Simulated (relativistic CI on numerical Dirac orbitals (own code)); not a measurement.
# Level scheme of Bi XVIII

These numbers are calculated, not measured: Dirac-Coulomb-Breit CI, separate exchange-only KLI orbitals for each configuration, model QED, unscaled Slater integrals (own radial code, finite nucleus).

Configuration list (outside the closed core [Kr] 4d10): 4f14 5s2 5p4, 4f14 5s 5p5, 4f14 5s2 5p3 5d, 4f14 5p6, 4f13 5s2 5p5, 4f14 5s 5p4 5d, 4f14 5s2 5p3 5f, 4f14 5s 5p4 5f, 4f14 5s2 5p3 5g, 4f14 5s2 5p3 6s, 4f14 5p5 5d. Double excitations out of closed p, d and f shells are left out; levels of such configurations are missing from the list, as are those of other unlisted configurations, and high levels can miss mixing partners.

The lowest level is 4f14 5s2 5p4 3P_2, with 71 % of that term; Hund's rules for 4f14 5s2 5p4 give 3P with J = 2, in agreement.

| No. | Configuration | Term | J | E (cm⁻¹) | % | Landé g | Lifetime (s) |
| --- | --- | --- | --- | --- | --- | --- | --- |
| 1 | 4f14 5s2 5p4 | 3P | 2 | 0 | 71 | 1.356 |  |
| 2 | 4f14 5s2 5p4 | 1S | 0 | 40197 | 59 |  | 1.74e-01 |
| 3 | 4f14 5s2 5p4 | 3P | 1 | 239847 | 99 | 1.500 | 3.58e-06 |
| 4 | 4f14 5s2 5p4 | 1D | 2 | 258966 | 71 | 1.142 | 6.31e-06 |
| 5 | 4f14 5s2 5p4 | 3P | 0 | 516457 | 59 |  | 1.40e-06 |
| 6 | 5p3(2P°) 5d | 3D° | 2 | 585557 | 24 | 1.175 | 4.84e-10 |
| 7 | 5p3(4S°) 5d | 5D° | 1 | 591967 | 26 | 1.186 | 4.27e-10 |
| 8 | 5p3(2P°) 5d | 3P° | 0 | 600654 | 54 |  | 1.05e-08 |
| 9 | 5p3(2P°) 5d | 3F° | 3 | 601350 | 29 | 1.166 | 2.21e-09 |
| 10 | 4f14 5s 5p5 | 3P° | 2 | 607346 | 45 | 1.287 | 3.70e-10 |
| 11 | 5p3(2P°) 5d | 3F° | 4 | 635575 | 45 | 1.285 | 8.65e-04 |
| 12 | 4f14 5s 5p5 | 3P° | 1 | 680400 | 25 | 1.309 | 1.00e-11 |
| 13 | 4f14 5s 5p5 | 3P° | 2 | 685973 | 31 | 1.353 | 7.35e-12 |
| 14 | 5p3(2P°) 5d | 3D° | 3 | 693467 | 28 | 1.143 | 5.67e-12 |
| 15 | 5p3(4S°) 5d | 3D° | 1 | 724666 | 52 | 0.901 | 6.19e-12 |
| 16 | 5p3(4S°) 5d | 5D° | 0 | 810847 | 37 |  | 1.42e-09 |
| 17 | 4f13 5s2 5p5 | 3F | 4 | 813576 | 78 | 1.195 | 1.50e-06 |
| 18 | 5p3(2D°) 5d | 3D° | 1 | 814294 | 45 | 0.993 | 7.04e-11 |
| 19 | 5p3(2D°) 5d | 3F° | 2 | 815759 | 45 | 1.031 | 1.50e-10 |
| 20 | 4f13 5s2 5p5 | 1F | 3 | 815885 | 51 | 1.115 | 1.15e-06 |
| 21 | 4f13 5s2 5p5 | 3G | 5 | 822220 | 100 | 1.198 | 5.25e-03 |
| 22 | 5p3(2D°) 5d | 3F° | 3 | 828788 | 43 | 1.120 | 1.21e-10 |
| 23 | 4f13 5s2 5p5 | 1D | 2 | 837746 | 57 | 1.026 | 4.53e-07 |
| 24 | 5p3(2D°) 5d | 3G° | 4 | 847661 | 62 | 1.090 | 1.60e-05 |
| 25 | 4f14 5s 5p5 | 3P° | 0 | 850663 | 41 |  | 1.71e-10 |
| 26 | 4f13 5s2 5p5 | 3F | 3 | 854625 | 56 | 1.010 | 1.07e-06 |
| 27 | 5p3(2D°) 5d | 3D° | 3 | 857203 | 63 | 1.324 | 1.86e-10 |
| 28 | 5p3(4S°) 5d | 5D° | 4 | 859278 | 45 | 1.274 | 4.92e-06 |
| 29 | 5p3(2D°) 5d | 3D° | 1 | 859338 | 33 | 0.985 | 1.13e-10 |
| 30 | 4f13 5s2 5p5 | 3F | 2 | 863769 | 53 | 0.888 | 3.31e-07 |
| 31 | 5p3(2P°) 5d | 3F° | 2 | 867580 | 58 | 0.858 | 3.00e-11 |
| 32 | 4f13 5s2 5p5 | 3G | 4 | 872476 | 52 | 1.024 | 4.62e-06 |
| 33 | 4f13 5s2 5p5 | 3D | 1 | 876387 | 100 | 0.494 | 2.69e-07 |
| 34 | 5p3(2D°) 5d | 3F° | 4 | 883102 | 66 | 1.171 | 1.33e-05 |
| 35 | 5p3(2D°) 5d | 3G° | 5 | 887629 | 100 | 1.199 | 8.94e-06 |
| 36 | 5p3(2D°) 5d | 3S° | 1 | 908258 | 48 | 1.534 | 1.67e-12 |
| 37 | 5p3(2D°) 5d | 3P° | 2 | 913097 | 42 | 1.280 | 1.44e-12 |
| 38 | 5p3(4S°) 5d | 3D° | 3 | 913625 | 59 | 1.193 | 1.33e-12 |
| 39 | 5p3(2P°) 5d | 3D° | 2 | 921288 | 49 | 1.257 | 5.43e-11 |
| 40 | 5p3(2P°) 5d | 3F° | 3 | 933077 | 36 | 1.132 | 3.14e-10 |
| 41 | 5p3(2P°) 5d | 1P° | 1 | 941049 | 32 | 1.076 | 1.42e-12 |
| 42 | 4f14 5s 5p5 | 3P° | 0 | 948466 | 31 |  | 5.39e-12 |
| 43 | 5p3(2D°) 5d | 3D° | 2 | 953365 | 44 | 1.077 | 3.46e-12 |
| 44 | 5p3(4S°) 5d | 3D° | 1 | 966382 | 35 | 1.015 | 1.84e-12 |
| 45 | 5p3(2D°) 5d | 1F° | 3 | 971658 | 48 | 1.050 | 3.48e-12 |

Energies count from the lowest computed level; ° marks odd parity; lifetimes are radiative, by E1, M1, E2, M2, E3 decay to levels of this space only. Percentages are summed over parent terms; the parents shown are those of the largest component, closed shells are left out there.

The mean weight of the leading LS term, summed over parents, in these 45 levels is 52 %, and that of the leading jj configuration (from the same eigenvectors) 84 %, so jj coupling describes them better and the LS labels are nominal.

At this charge energies of transitions that change n are usually good to better than 1 %, and those within a shell (Δn = 0) to a few per cent.

LS names give the leading component of a level, which can be under half, so a name can repeat, a term be missing and a line seem to break the LS rules.
